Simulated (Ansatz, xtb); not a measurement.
## Relative energy of two isomers of BH6NO3

We compare I, `O[BH2-][NH+](O)O`, a singlet, with II, `O[BH2-]O[NH2+]O`, a singlet. Both are isolated molecules in the gas phase, relaxed with PBE0-D4/def2-SVP; the shapes shown needn't be the lowest conformers.

I (Å):

```xyz
11

B     1.3557   -0.7617    0.4100
N     0.1662   -1.2473   -0.6892
O     1.2475    0.6704    0.4275
O    -0.5754   -0.1627   -1.0739
O    -0.6228   -2.2312   -0.1441
H     1.9996    1.0944    0.0074
H     2.4012   -1.2384   -0.0017
H     0.9200   -1.2784    1.4421
H     0.5397   -1.6677   -1.5441
H    -0.1369    0.5515   -0.5366
H    -0.4306   -2.1360    0.8088
```

II (Å):

| atom | x (Å) | y (Å) | z (Å) |
| --- | --- | --- | --- |
| B | 0.6621 | -1.8951 | -0.6153 |
| N | -0.7094 | -0.2166 | -1.4136 |
| O | 0.1229 | -1.6819 | 0.7435 |
| O | -0.4685 | -1.5200 | -1.6139 |
| O | -1.3736 | 0.0747 | -0.2392 |
| H | -0.2746 | -2.4912 | 1.0783 |
| H | 0.9751 | -3.0422 | -0.8783 |
| H | 1.5343 | -1.0322 | -0.8240 |
| H | -1.2993 | 0.1476 | -2.1735 |
| H | 0.2158 | 0.2689 | -1.3997 |
| H | -0.8771 | -0.5574 | 0.4042 |

Question: Estimate which is lower in electronic energy at CCSD(T)/def2-SVP + ΔMP2/def2-TZVPP, and by roughly how much.

Answer: The CCSD(T)/def2-SVP + ΔMP2/def2-TZVPP calculation puts structure I lower, by 8.6 kcal/mol.

The same difference at several levels:

| level | geometry | E(II) − E(I) (kcal/mol) | departure from the last row (kcal/mol) | job, with rough time for the two |
| --- | --- | --- | --- | --- |
| PBE0-D4/def2-SVP | PBE0-D4/def2-SVP | +8.4 | −0.2 | optimisation, 33 s |
| HF/def2-SVP | PBE0-D4/def2-SVP | +9.3 | +0.7 | part of the CCSD(T) run |
| MP2/def2-SVP | PBE0-D4/def2-SVP | +8.8 | +0.2 | part of the CCSD(T) run |
| CCSD(T)/def2-SVP | PBE0-D4/def2-SVP | +9.0 | +0.4 | single point |
| CCSD(T)/def2-SVP + ΔMP2/def2-TZVPP | PBE0-D4/def2-SVP | +8.6 |  | single point, 33 s |

As drawn, II has 1 B–O, 1 N–H in place of 1 B–N, 1 O–H.

The levels shown agree on the order. The largest departure from CCSD(T)/def2-SVP + ΔMP2/def2-TZVPP is that of HF/def2-SVP, 0.7 kcal/mol. Levels run at GFN2-xTB geometries aren't shown. The last row adds to CCSD(T) the change of the MP2 difference between the two basis sets, here −0.4 kcal/mol.

With harmonic frequencies from PBE0-D4/def2-SVP (ideal gas, rigid rotor, one conformer each, 298.15 K, 1 atm): on the last row, ΔE + ΔZPE = +8.5, ΔH = +8.3, ΔG = +9.1 kcal/mol.

The correlated steps freeze 5 core orbitals. Codes used: Ansatz 0.2.0; the last row on 2 threads of Arm Neoverse V2 on a shared host.
